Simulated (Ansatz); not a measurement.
(F2Al-mu-PH2)3 (Al3P3H6F6), relaxed as a singlet with RKS PBE-D4/def2-SVP in Ansatz, starting from the GFN2-xTB geometry. Force threshold 0.03 eV/Å.

Start:

```xyz
18

Al    1.813    1.231    1.320
F     2.744    2.453    0.717
F     1.968    0.682    2.869
P    -0.486    1.839    1.032
Al   -2.451    0.689    0.288
F    -3.193    0.086    1.633
F    -3.231    1.668   -0.788
P    -1.576   -1.178   -0.933
Al    0.616   -1.919   -1.549
F     0.753   -3.518   -1.162
F     0.879   -1.352   -3.077
P     2.074   -0.670   -0.117
H    -0.848    2.418    2.238
H    -0.466    3.026    0.318
H    -2.276   -1.180   -2.129
H    -2.216   -2.286   -0.405
H     2.729   -1.610    0.662
H     3.166   -0.378   -0.917
```

```csv
step,energy (eV),largest force component (eV/Å),SCF passes
1,-64004.5118,1.026,17
2,-64004.7493,0.540,17
3,-64004.7875,0.393,18
4,-64004.8127,0.022,18
5,-64004.8181,0.073,17
6,-64004.8236,0.290,17
7,-64004.8315,0.269,18
8,-64004.8448,0.166,18
9,-64004.8577,0.147,17
10,-64004.8667,0.298,18
11,-64004.8755,0.307,18
13,-64004.8986,0.220,18
15,-64004.9178,0.226,19
17,-64004.9301,0.089,18
19,-64004.9346,0.011,18
21,-64004.9378,0.092,19
23,-64004.9422,0.184,19
25 (rejected),-64004.9382,0.345,19
27,-64004.9617,0.075,18
29,-64004.9776,0.261,18
31,-64004.9890,0.217,18
33,-64004.9933,0.024,19
```

Force components are those of the run's own axes.

End:

```xyz
18

Al    1.395    0.708    1.492
F     2.569    1.631    2.257
F     0.419   -0.377    2.349
P    -0.260    2.009    0.321
Al   -2.324    0.759    0.204
F    -3.030    0.916    1.720
F    -3.216    1.115   -1.175
P    -1.426   -1.452   -0.168
Al    0.421   -1.259   -1.704
F     0.636   -2.588   -2.706
F     0.172    0.289   -2.343
P     2.242   -0.784   -0.202
H    -0.467    3.218    1.052
H     0.185    2.500   -0.938
H    -2.419   -2.325   -0.705
H    -1.063   -2.121    1.035
H     2.787   -1.944    0.424
H     3.377   -0.297   -0.914
```

By distances, no bond broke or formed. The bond that changes most is Al9–F11, from 1.65 to 1.69 Å (atoms count from 1).

The force fell under the threshold at step 4, but the optimiser went on and released 0.181 eV more. No frequencies were taken in this run, so the end may be a saddle point.

Hardware: 2 threads of AMD EPYC 7R13 on a shared host and a share (18 GiB) of an NVIDIA H100 80GB HBM3. Wall time 37 s, peak host memory 0.87 GiB.
